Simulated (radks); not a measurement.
Excited configurations of the terbium ion Tb+: one electron is placed in a higher orbital outside [Xe] 4f9. The ground configuration is [Xe] 4f9 6s1. Calculated with a radial shooting solver on a logarithmic mesh with Libxc functionals: Dirac Kohn-Sham, BLYP, spin-unpolarised, spherical densities, point nucleus; open shells are shared between the two j in proportion to 2j + 1. Excitation = E - E(ground); binding = E(ion) - E, where the ion is the core of charge +2; n* = 2/sqrt(2 binding) in atomic units, and the quantum defect is n - n*. Eigenvalue and <r> are those of j = l + 1/2.

| outer orbital | excitation (eV) | binding (eV) | quantum defect | eigenvalue (eV) | <r> (bohr) |
|---|---|---|---|---|---|
| 5d | 2.049 | 9.606 | 2.620 | -5.827 | 3.044 |
| 5f | 8.245 | 3.411 | 1.006 | -2.344 | 8.760 |
| 6p | 3.443 | 8.213 | 3.426 | -5.896 | 4.820 |
| 6d | 7.037 | 4.619 | 2.567 | -3.392 | 7.618 |
| 7s | 6.122 | 5.533 | 3.864 | -4.319 | 7.658 |
| 7p | 7.224 | 4.432 | 3.496 | -3.352 | 9.159 |
| 7d | 8.742 | 2.913 | 2.678 | -2.200 | 13.06 |

The Delta-SCF ionisation energy is 11.655 eV (NIST Atomic Spectra Database: 11.51 eV, semi-empirical). Self-interaction in the functional shifts the binding energies and quantum defects, so they are the method's values and not measured ones. Spin polarisation and multiplet splitting are left out, so open shells lie too high by an amount that depends on their filling. Sharing an open shell by 2j + 1 raises it above the true ground level by a part of the spin-orbit splitting, which enters the differences from NIST.

Beside tabulated values, note that spin-unpolarised runs miss the spin-polarisation part of the exchange energy of open shells.
